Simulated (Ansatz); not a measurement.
Energy needed to pull apart CH3FOSn (SMILES C[O][Sn][F]), singlet, into free ground-state atoms, from the structure below (displaced at random from a GFN2-xTB minimum); no zero-point or spin–orbit terms; open-shell atoms are treated unrestricted, in their ground-state multiplicity.

C1  (0.338, 1.078, 0.051)
O2  (0.215, -0.331, 0.605)
Sn3  (-0.347, -2.341, 0.754)
F4  (-1.290, -2.835, -1.162)
H5  (0.236, 1.072, -1.069)
H6  (-0.425, 1.768, 0.538)
H7  (1.420, 1.454, 0.341)
(Å)

Computed with Ansatz 0.2.0 (basis: def2-TZVPP); correlated methods freeze the cores. Filled d shells of the heavier atoms are correlated. Core potentials replace the inner electrons of the atoms past krypton. The def2 sets are not built for correlating such inner shells, so the correlated values are less sure here.

```json
{"method": "SPW92", "atomization energy (eV)": "29.52"}
{"method": "PBE-D4", "atomization energy (eV)": "26.17"}
{"method": "r2SCAN-D4", "atomization energy (eV)": "25.19"}
{"method": "PBE0-D4", "atomization energy (eV)": "24.86"}
{"method": "LC-wPBE", "atomization energy (eV)": "24.78"}
{"method": "wB97M-V", "atomization energy (eV)": "25.03"}
{"method": "HF", "atomization energy (eV)": "?"}
{"method": "MP2", "atomization energy (eV)": "24.97"}
{"method": "CCSD", "atomization energy (eV)": "?"}
{"method": "CCSD(T)", "atomization energy (eV)": "24.28"}
```

**Question.** What does HF give? (An estimate is asked for; the value comes from the calculation.)

**Answer.** By the calculation: 16.43 eV, which is about 7.85 eV less than CCSD(T)/def2-TZVPP.

**Question.** What does CCSD give? (An estimate is asked for; the value comes from the calculation.)

**Answer.** The calculation gives: 23.68 eV, which is about 0.60 eV less than CCSD(T)/def2-TZVPP.

In triple zeta the MP2 and coupled-cluster atomization energies are still short of their basis limit by a few kcal/mol a bond, whereas those of the functionals are nearly converged, so these differences are not deviations from converged CCSD(T).

No T1 diagnostic of these runs exceeds 0.021.

For scale, one of the runs: CCSD(T)/def2-TZVPP, 185 basis functions (an equivalent command: `ansatz run in.yaml --threads 8`). The run took 52 s on 8 CPU threads (shared host), with 2.3 GiB of host memory at its peak.
